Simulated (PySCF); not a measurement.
# A small calculation by hand: chemical shift, span and skew from a shielding tensor

C4H3ClF2, SMILES C(=C)(/C(Cl)=C\F)F. Atoms are numbered in the order given.

```xyz
10

C     -2.1500     0.5586     0.0000
C     -1.0828    -0.2463     0.0000
F     -1.2512    -1.5781     0.0000
C      0.3281     0.1541     0.0000
Cl     0.6609     1.8704     0.0000
C      1.3970    -0.6639     0.0000
F      1.3143    -1.9873     0.0000
H     -3.1503     0.1241     0.0000
H     -2.0295     1.6394     0.0000
H      2.4225    -0.2863     0.0000
```
Charge 0, spin multiplicity 1.

Coordinates come from a B3LYP-D3(BJ)/def2-SVP optimisation. The structure was generated by enumeration; whether it is a known compound was not checked. Other conformers were not sampled.

GIAO shieldings from PySCF with PBE0/pcSseg-1, non-relativistic, no solvent. The symmetric part of the tensor of C6 has the principal values -53.1, 56.6, 75.6 ppm. The same nucleus in TMS has σ = 186.3 ppm at this level (PySCF, at its B3LYP-D3(BJ)/def2-TZVP geometry). Without spin–orbit terms, shifts of atoms bonded to Cl or Br come out too high.

Question: Work out the isotropic shielding, the ¹³C shift against TMS, the span and the skew.

Answer: 
σ(iso) = (σ11 + σ22 + σ33)/3 = 26.4 ppm. δ = σ(ref) − σ(iso) = 186.3 − (26.4) = 159.9 ppm.
Span Ω = σ33 − σ11 = 128.7 ppm. Skew κ = 3(σ(iso) − σ22)/Ω = -0.70. Tumbling in solution averages the tensor to δ; in a static solid the shielding alone would spread this spin-1/2 line over Ω.
